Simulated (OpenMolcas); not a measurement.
# O3+: effect of the basis set

```json
{
 "Program": "OpenMolcas 26.06",
 "Method": "MS-CASPT2, IPEA 0.25 Eh, imaginary shift 0.1 Eh (closed shells correlated: 1s)",
 "Active space": "3 electrons in 4 orbitals (2s 2p)",
 "State averaging": "2S+1 = 4 odd, 1 root; 2S+1 = 2 odd, 11 roots; 2S+1 = 4 even, 3 roots; 2S+1 = 2 even, 9 roots",
 "Spin-orbit coupling": "RASSI with atomic mean-field integrals over the reference wave functions, term energies averaged over their components"
}
```

A. ANO-R1 [3s2p1d], X2C, finite nucleus; CASPT2 step of the order of 1.2 core-seconds
B. ANO-L-VTZP [4s3p2d1f], non-relativistic, point nucleus; CASPT2 step roughly 2.1 core-seconds
C. ANO-RCC-VTZP [4s3p2d1f], DKH2, point nucleus; CASPT2 step roughly 1.8 core-seconds
D. ANO-R2 [4s4p2d1f], X2C, finite nucleus; CASPT2 step of the order of 1.9 core-seconds
E. ANO-R3 [4s4p2d1f], X2C, finite nucleus; CASPT2 step roughly 2.3 core-seconds
F. ANO-RCC-VQZP [5s4p3d2f1g], DKH2, point nucleus; CASPT2 step of the order of 3 core-seconds

Energies in cm⁻¹ above 2s² 2p ²P°_1/2, the measured ground level; measured values from Moore, Selected Tables of Atomic Spectra, NSRDS-NBS 3, section 10.

| Level | A | B | C | D | E | F | Measured |
| --- | --- | --- | --- | --- | --- | --- | --- |
| 2s² 2p ²P°_1/2 | 0.0 | 0.0 | 0.0 | 0.0 | 0.0 | 0.0 | 0.0 |
| 2s² 2p ²P°_3/2 | 338 | 357 | 360 | 353 | 353 | 355 | 386 |
| 2s 2p² ⁴P_1/2 | 63330 | 69380 | 70040 | 70110 | 70110 | 70110 | 71440 |
| 2s 2p² ⁴P_3/2 | 63450 | 69510 | 70180 | 70240 | 70240 | 70240 | 71570 |
| 2s 2p² ⁴P_5/2 | 63650 | 69720 | 70390 | 70450 | 70450 | 70450 | 71756 |
| 2s 2p² ²D_3/2 | 121030 | 127220 | 127660 | 127240 | 127240 | 126840 | 126950 |
| 2s 2p² ²D_5/2 | 121030 | 127220 | 127660 | 127240 | 127240 | 126850 | 126936 |
| 2s 2p² ²S_1/2 | 160590 | 165630 | 165820 | 164940 | 164940 | 164380 | 164366 |
| 2s 2p² ²P_1/2 | 173500 | 182910 | 183070 | 182510 | 182510 | 182010 | 180481 |
| 2s 2p² ²P_3/2 | 173730 | 183160 | 183320 | 182750 | 182750 | 182260 | 180724 |
| 2p³ ⁴S°_3/2 | 215280 | 229980 | 231060 | 230590 | 230590 | 230580 | 231538 |
| 2p³ ²D°_3/2 | 242850 | 255950 | 256890 | 256070 | 256060 | 255670 | 255185 |
| 2p³ ²D°_5/2 | 242860 | 255950 | 256900 | 256070 | 256060 | 255680 | 255156 |
| 2p³ ²P°_1/2 | 278590 | 291110 | 291760 | 290530 | 290530 | 290060 | 289015 |
| 2p³ ²P°_3/2 | 278600 | 291120 | 291780 | 290550 | 290550 | 290070 | 289024 |

Deviations, from unrounded energies. A percentage is the sum of absolute deviations over the sum of measured energies, with the sign that they share, or ± where signs differ.

```csv
Against measurement,Levels,A,B,C,D,E,F
mean absolute deviation (cm-1),14,8300,1400,1500,1100,1100,810
fine structure of the ground term (%),1,-12.3,-7.4,-6.6,-8.6,-8.6,-8.0
other configurations (%),13,-5.0,±0.9,±0.9,±0.6,±0.6,±0.5
```

F lies closest to measurement on these levels and A furthest from it. The largest miss of F in the table is 2s 2p² ²P_3/2, by +1500 cm-1. The ranking rests on the paired levels alone, and a cruder setting can come out closer through cancelling errors.

Among A to F the level of the table that moves most is 2p³ ⁴S°_3/2, by 16000 cm-1 (lowest in A, highest in C). Moves below CASPT2's spread within the term are not significant.

Term energies are means over components that CASPT2 splits; among the terms shown or strongly mixed into the levels shown the widest spread is 710 cm-1 (2p³ ²D°, C). The basis is small and was not contracted for so high a charge (holds for A). Computed and measured levels are paired by configuration, term and J; levels that our copy of the source lacks, or whose pairing is in doubt (as where it misses far off the trend of its configuration), stay unpaired and out of the deviations. Only configurations of the active space appear.

° marks odd parity.
